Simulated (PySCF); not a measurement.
**Stretching AgH**

Set-up: Ag x2c-TZVPPall, H x2c-TZVPPall; spin-free X2C with a Gaussian nucleus (PySCF 2.14). Energies in eV from Ag (4d10 5s1) + H in their ground configurations at the same level. State: ¹Σ⁺ (singlet), closed shell.

Curves on a restricted Hartree–Fock reference rise too fast on stretching and do not dissociate correctly.

```
R (Å)  RHF-CCSD(T)
1.462       -2.252
1.528       -2.358
1.576       -2.392
1.625       -2.394
1.674       -2.371
1.739       -2.310
1.820       -2.199
1.917       -2.034
```

**Question.** Put a parabola through the three lowest points of the RHF-CCSD(T) curve and estimate Re, k and ωe (reduced mass 0.9984 u; 1 eV/Å² = 0.16022 mdyn/Å; ωe = 1302.8·√(k/μ) cm⁻¹).

**Answer.** Through R = 1.576, 1.625, 1.674 Å the second-order coefficient is 5.21 eV/Å², so Re ≈ 1.604 Å, k ≈ 1.67 mdyn/Å and ωe ≈ 1684 cm⁻¹. A polynomial fit of higher order to the unrounded RHF-CCSD(T) energies gives Re = 1.604 Å, k = 1.85 mdyn/Å, ωe = 1774 cm⁻¹; anharmonicity and rounding make the difference.

The higher-order fit for each curve: RHF-CCSD(T): Re = 1.604 Å, ωe = 1774 cm⁻¹, De = 2.40 eV.

Correlated steps freeze 14 core orbitals. Spin–orbit coupling is left out. Where the molecule has an RHF reference, its open-shell atoms are computed with UHF. The CCSD T1 diagnostic is raised, a sign that a single reference may not be enough here.
